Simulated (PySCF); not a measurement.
**Ionisation energy of Ta⁴⁹⁺ by level of theory**

Ta⁴⁹⁺ [Ar] 3d6 (5D) → Ta⁵⁰⁺ [Ar] 3d5 (6S), as a difference of total energies. All numbers are calculated (PySCF 2.14, scalar relativity by spin-free X2C-1e, in an even-tempered Gaussian basis (17 s from 11 bohr⁻², ratio 2.5; 13 p from 15 bohr⁻², ratio 2.5; 7 d from 15 bohr⁻², ratio 2.5; 4 f from 57 bohr⁻², ratio 2.7; 3 g from 85 bohr⁻², ratio 2.7)). Correlated levels: outer shells: [Ne] frozen; virtual orbitals above 40 to 60 times the deepest correlated orbital energy dropped. The calculations carry no spin-orbit coupling.

```csv
method,ionisation energy (eV)
UHF,4418.5
LDA,4420.3
PBE,4421.7
PBE0,4421.5
r2SCAN,4422.0
TPSSh,4421.2
r2SCANh,4421.9
MP2 (outer shells),4419.8
SCS-MP2 (outer shells),4420.0
```

Spin-orbit coupling is strong in these open shells (close to jj coupling). The scalar numbers leave it out and a first-order estimate fails, so it can dominate the gap to the real levels.

Breit and QED terms and the two-electron picture change are absent.

For comparison: 4410 ± 4 eV (theoretical estimate listed by NIST; NIST Atomic Spectra Database, ionization energies).
